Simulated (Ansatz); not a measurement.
Cartesian coordinates (Å):
```xyz
7

C     -0.7967     0.0428     0.4787
O      0.1224    -0.1483    -0.5997
S      1.6275    -0.6865    -0.1479
H     -0.4754     0.8671     1.1217
H     -1.7525     0.2895     0.0169
H     -0.8953    -0.8652     1.0777
H      2.1699     0.5007     0.2123
```
Charge 0, spin multiplicity 1.

These are Ansatz (an electronic-structure program) with frozen-core CCSD(T)/cc-pVTZ // B3LYP-D3(BJ)/def2-TZVP values and carry that method's errors.

The HF energy is -512.60636 Ha and the MP2 correlation energy is -0.59417 Ha.

### Question
Estimate the CCSD correlation energy, the (T) correction, the total energy and the T1 diagnostic.

### Answer

| Quantity | Value |
|---|---|
| CCSD correlation energy | -0.62660 Ha |
| (T) correction | -0.02493 Ha |
| CCSD(T) total energy | -513.25789 Ha |
| T1 diagnostic | 0.012 |
